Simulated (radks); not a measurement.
Removal energies from the bismuth ion Bi3+, [Hg], by Delta-SCF beside the eigenvalue of the level emptied. All-electron calculation, scalar-relativistic Kohn-Sham, r2SCAN, spin-polarised, spherical densities, finite nucleus; meta-GGA in the generalised Kohn-Sham scheme; Fermi nuclear charge, rms radius of each element as measured or else 0.836 A^(1/3) + 0.57 fm. Program: a radial shooting solver on a logarithmic mesh with Libxc functionals. Open shells are filled with parallel spins first.

removed from	final configuration	Delta-SCF (eV)	-eigenvalue (eV)
6s	[Xe] 4f14 5d10 6s1	44.807	40.164
5d	[Xe] 4f14 5d9 6s2	63.367	55.602
5p	[Kr] 4d10 4f14 5s2 5p5 5d10 6s2	135.16	126.25
4f	[Xe] 4f13 5d10 6s2	198.13	182.43
